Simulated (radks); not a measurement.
Results of a calculation; reference values are marked as such.
Valence configurations of Pm (all share [Xe]). Code: a radial shooting solver on a logarithmic mesh with Libxc functionals. Model: Dirac Kohn-Sham, PBE, spin-unpolarised, spherical densities, point nucleus; open shells fill j = l - 1/2 first. Energies are relative to 4f5 6s2; eigenvalues in eV.

valence          E (eV)  e(4f5/2)  e(5d3/2)  e(6p1/2)  e(6s1/2)
4f5 6s2           0.000    -2.243         -         -    -3.537
4f4 6s2 6p1       4.433   -10.647         -    -2.314    -5.120
4f4.5 5d0.5 6s2   0.658    -4.752    -2.411         -    -3.742
4f5 6s1 6p1       2.243    -3.339         -    -1.852    -4.144
4f5 5d2           3.719    -0.532    -0.943         -         -
4f5 6s1.5 6p0.5   1.109    -2.803         -    -1.610    -3.854
4f5 5d1 6s1       1.775    -1.121    -1.240         -    -3.122
4f5 6p2           4.581    -4.356         -    -2.278         -
4f4 5d1 6s2       2.390    -7.558    -2.932         -    -3.910

NIST lists [Xe] 4f5 6s2 as the ground configuration; this level of theory agrees among the configurations tried. The energies are those of spherical spin-averaged densities, not of single terms. No valid solution was reached for [Xe] 4f5.5 6s1.5.
